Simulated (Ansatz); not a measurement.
`OB(F)[SiH3]` + `FC(F)(F)C(F)(F)Br` → `OB(F)[SiH2]Br` + `FC(F)C(F)(F)F` at 600 K and 1 bar (formal exchange of groups at the Si–H bond).

Computed with Ansatz on PBE0-D4/def2-TZVP structures; ΔE is electronic, products minus reactants. CCSD(T)/CBS adds triple-zeta CCSD(T) − MP2 to the extrapolated MP2 energy (def2 sets, frozen cores). For Br outer-core shells are correlated without core-valence functions, which leaves a few kJ/mol of doubt a bond. Scalar relativity is left out up to krypton. Each species was taken in one conformer, which may not be the lowest.

```csv
species,CCSD(T)/CBS energy (Eh),H − E (kJ/mol),S (J/(mol·K))
`OB(F)[SiH3]`,-491.34397,172.6,391.6
`FC(F)(F)C(F)(F)Br`,-3148.36754,133.5,460.5
`OB(F)[SiH2]Br`,-3064.11870,162.7,437.3
`FC(F)C(F)(F)F`,-575.65828,153.4,413.1
```

H − E and S are ideal-gas, rigid-rotor, harmonic terms from PBE0-D4/def2-TZVP, for one conformer and one mirror image of each species. 1 Eh = 2625.50 kJ/mol, R = 8.31446 J/(mol·K).

Question: By hand: ΔE, ΔH, ΔS and ΔG.

Answer: ΔE = (-3064.11870) + (-575.65828) − (-491.34397) − (-3148.36754) = -0.06547 Eh = -171.9 kJ/mol. Δ(H − E) = 162.7 + 153.4 − 172.6 − 133.5 = 10.0, so ΔH = -161.9 kJ/mol. ΔS = 437.3 + 413.1 − 391.6 − 460.5 = -1.7 J/(mol·K). ΔG = -161.9 − 600 × (-1.7)/1000 = -160.9 kJ/mol.

Question: By hand: the equilibrium constant, and the temperature at which ΔG would vanish if ΔH and ΔS stayed fixed.

Answer: log₁₀ K = −ΔG/(RT ln 10) = 14.0. ΔG = 0 at ΔH/ΔS = 95235 K, far beyond where these terms or the molecules hold.

The number of gas molecules stays the same, so ΔS is small and ΔH decides. A doubt of 5 kJ/mol in ΔE shifts log₁₀ K by 0.4 here. Other conformers and mirror images would add mixing entropy, several J/(mol·K) or more a flexible species. Modes under 60 cm⁻¹, often nearly free rotors, make the harmonic entropy too high. These are equilibria of isolated gas molecules and say nothing of rates. Largest T1 diagnostic: 0.014 (customary marks: 0.02 for closed shells, 0.045 for open ones).
